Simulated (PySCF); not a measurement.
Simulated C 1s region for `C#C[Si@H](Cl)N=C`, binding energy against the vacuum level.

Every computed line was given a Gaussian of 0.5 eV full width at half maximum and an area set by the number of equivalent atoms; the highest printed point is 100. Computed, not measured: PySCF 2.14.0, delta-SCF UKS SCAN, pcX-2 on the ionised atom, pcseg-1 elsewhere, spin-free X2C.

(binding energy (eV), intensity): (289.9, 0), (290.0, 1), (290.1, 4), (290.2, 11), (290.3, 24), (290.4, 45), (290.5, 68), (290.6, 87), (290.7, 99), (290.8, 100), (290.9, 92), (291.0, 74), (291.1, 51), (291.2, 30), (291.3, 14), (291.4, 5), (291.5, 2), (291.6, 0), (291.7, 0), (291.8, 0), (291.9, 1), (292.0, 3), (292.1, 9), (292.2, 20), (292.3, 38), (292.4, 56), (292.5, 66), (292.6, 62), (292.7, 47), (292.8, 29), (292.9, 14), (293.0, 5), (293.1, 2), (293.2, 0)

Q: Count the maxima, the lines and the sites behind this envelope.

A: The curve has 2 maxima (at 290.8 and 292.5 eV). Under it lie 3 lines from 3 inequivalent carbon sites. At this width some lines have no maximum of their own.

Q: Decompose the envelope and assign each component. Numbering: `[CH:1]#[C:2][Si@H:3]([Cl:4])[N:5]=[CH2:6]`.

A: 
```tsv
position (eV)	relative area	line	atoms	environment
290.61	1	C 1s	C2	alkyne carbon
290.92	1	C 1s	C1	terminal alkyne carbon
292.53	1	C 1s	C6	C=N carbon
```

The listed C 1s values span 1.92 eV, from C2 (bonded to C (triple bond) and Si) to C6 (bonded to N (double bond) and 2 H).

Shake-up satellites, vibrational structure and lifetime widths aren't simulated. Spin contamination (⟨S²⟩ against 0.75 for a pure doublet) is marked for C 1s of C1 (0.86), C 1s of C2 (0.86) and C 1s of C6 (0.85), which makes these values less certain. One conformer (not necessarily the lowest) at the PBE0-D3(BJ)/def2-SVP geometry, without solvent, vibrations or thermal averaging.

The run took 99 s wall on one thread of an Intel Xeon Platinum 8259CL at 2.50 GHz, no GPU, on a shared host, and the process peaked at 0.60 GiB of memory.

Conformer computed: `[CH:1]#[C:2][Si@H:3]([Cl:4])[N:5]=[CH2:6]`: C2–Si3–N5–C6 -1°.
